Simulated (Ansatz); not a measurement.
Reaction (formal exchange of groups at the Sn–C bond): `C=[CH][SnH]([Cl])[Cl]` + Br₂ → `[Cl][SnH]([Cl])[Br]` + `C=CBr`

Calculated with Ansatz (gas phase, PBE0-D4/def2-TZVP geometries, no zero-point term in ΔE). CCSD(T)/CBS adds triple-zeta CCSD(T) − MP2 to the extrapolated MP2 energy (def2 sets, frozen cores). DFT in def2-TZVPP. HSE06 is defined as in plane-wave codes. Elements past krypton have def2 core potentials. For Br, Sn outer-core shells are correlated without core-valence functions, which leaves a few kJ/mol of doubt a bond. Scalar relativity is left out up to krypton. Each species was taken in one conformer, which may not be the lowest.

`C=[CH][SnH]([Cl])[Cl]`:

Cartesian coordinates in Å:
```
C -1.128 1.161 -0.444
C -0.346 0.704 0.524
Sn 1.014 -0.868 0.182
Cl 0.662 -1.564 -2.008
Cl 0.452 -2.655 1.557
H -1.104 0.753 -1.450
H -1.836 1.966 -0.264
H -0.397 1.123 1.525
H 2.683 -0.621 0.377
```

Br₂:

Cartesian coordinates in Å:
```
Br 0.802 -0.809 0.068
Br -0.802 0.809 -0.068
```

`[Cl][SnH]([Cl])[Br]`:

```xyz
5

Cl   -1.402   -1.538   -0.867
Sn    0.096    0.052   -0.135
Cl    1.485   -0.980    1.385
Br   -1.163    1.785    1.049
H     0.985    0.681   -1.431
```

`C=CBr`:

Cartesian coordinates in Å:
```
C -0.580 -0.015 0.483
C 0.317 -0.074 -0.481
Br 2.067 0.595 -0.311
H -0.367 0.427 1.449
H -1.570 -0.422 0.314
H 0.133 -0.510 -1.454
```

```
   level  ΔE (kcal/mol)
 PBE0-D4          -35.2
HSE06-D4          -35.3
PBE-QIDH          -37.1
   BHLYP          -35.7
```

(1) What does CCSD(T)/CBS give? (Best estimate.)

(2) What do rigid-rotor, harmonic-oscillator terms from PBE0-D4/def2-TZVP frequencies (298.15 K, 1 bar) make of the CCSD(T)/CBS value? (An estimate is asked.)

Largest T1 diagnostic among the species: 0.012.

Answers

(1) The calculation gave: -34.8 kcal/mol. The listed levels differ from it by -0.4, -0.5, -2.3, -0.9 kcal/mol.

(2) Ansatz gave: ΔZPE = +0.2 kcal/mol, ΔH = -34.9 kcal/mol, ΔS = 14 J/(mol·K), ΔG = -35.9 kcal/mol.

From BLYP to BHLYP (50 % exact exchange), in def2-TZVPP and without D4, ΔE moves by −3.0 kcal/mol. At CCSD(T), def2-SVP lies −1.3 kcal/mol from the extrapolated value and def2-TZVPP +0.1 kcal/mol.

CCSD(T)/CBS has its own doubt, a few kJ/mol and more with outer-core shells, so smaller differences from it don't rank the levels.
